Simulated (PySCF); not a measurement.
# UHF on Se²⁺ (selenium, charge +2)

Configuration: [Ar] 3d10 4s2 4p2, high-spin 3P determinant. Computed with PySCF 2.14 in cc-pVDZ-DK (5s4p2d, 27 functions), with scalar relativity by spin-free X2C-1e.

- Total energy: -2426.880355 hartree
- One-electron energy: -3351.2765 hartree
- Hartree (Coulomb) energy: 1010.7428 hartree
- Exchange energy: -86.3466 hartree
- ⟨S²⟩: 2.0070
- ⟨L²⟩: 2.020
- Sum of ⟨r⟩: 19.87 bohr
- Sum of ⟨r²⟩: 24.35 bohr²
- Traceless quadrupole moment −½Σ⟨3z² − r²⟩ along its main axis: 1.86 e·bohr²
- Langevin diamagnetic susceptibility: -19.3 ×10⁻⁶ cm³/mol
- Time after the integrals: 0.11 s of wall time on 1 thread of Intel(R) Xeon(R) Platinum 8259CL CPU @ 2.50GHz (shared host)

```csv
shell,electrons,mean orbital energy (eV),spread (eV),"rms radius, mean of both spins (bohr)"
1s α,1,-12759.9,0,0.0508
1s β,1,-12759.6,0,0.0508
2s α,1,-1719.6,0,0.212
2s β,1,-1719.4,0,0.212
2p α,3,-1510.6,0.099,0.189
2p β,3,-1510.3,0.229,0.189
3s α,1,-273.88,0,0.612
3s β,1,-273.38,0,0.612
3p α,3,-206.08,0.063,0.636
3p β,3,-205.42,0.743,0.636
3d α,5,-93.510,0.426,0.694
3d β,5,-93.137,0.750,0.694
4s α,1,-45.856,0,1.84
4s β,1,-39.876,0,1.84
4p α,2,-31.400,0,2.15
```

Densities and radii are taken from the X2C orbitals without a picture-change correction, which distorts them close to the nucleus.
